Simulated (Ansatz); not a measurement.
Ansatz (an electronic-structure program) input (B3LYP/3-21G): The .json file is the Basis Set Exchange's 3-21G.

Ansatz 0.2 input:
```yaml
crystal:
  periodic: [false, false, false]
  atoms:
    - {symbol: Rb, position_ang: [-0.00000000, -0.00000000, -2.26731938]}
    - {symbol: I, position_ang: [0.00000000, 0.00000000, 1.58284561]}
basis:
  gaussian:
    orbitals: 3-21G.json
hamiltonian:
  xc: {name: B3LYP}
total_charge: 1
magnetization: {spin_polarized: true, initial_magnetization: 1}
output: {forces: true}
```

Output:

```
WARN ansatz: RAYON_NUM_THREADS=1 ignored (pool sized by the plan → 1); use --threads N
Functional definition: B3LYP
integrals: 0.02 GiB planned
641 factors; integrals over basis functions are off by at most 8.4e-4 eV
mean field: 0.49 GiB planned
mean field evaluation 1: about -267130.1074 eV, gradient 1.3e1 eV
mean field evaluation 2: about -267130.9919 eV, gradient 7.4e0 eV
mean field evaluation 4: about -267131.3678 eV, gradient 7.2e-2 eV
mean field evaluation 8: about -267131.3680 eV, gradient 6.9e-4 eV
mean field evaluation 16: about -267131.3511 eV, gradient 1.5e0 eV
mean field evaluation 32: about -267131.3402 eV, gradient 1.3e0 eV
mean field -267131.36801997 eV, -9816.8967065893 hartree, gradient 8.6e-6 eV, S^2 0.750218; 6 other end points of the search recorded, 0 dependent functions left out
the calculation of the forces begins
reference -267131.36839378 eV, -9816.8967203267 hartree; 45, 44 occupied and 15, 16 virtual orbitals, 641 factors
Total energy: -267131.36839378 eV, -9816.8967203267 hartree
Atom 0 at    -0.000000    -0.000000    -2.267319 Å, force    -0.000000    -0.000000    -0.121894 eV/Å
Atom 1 at     0.000000     0.000000     1.582846 Å, force     0.000000    -0.000000     0.121894 eV/Å
Dipole moment:    -0.000000     0.000000    -2.088496 e Å
```

The dipole moment of an ion depends on the origin.
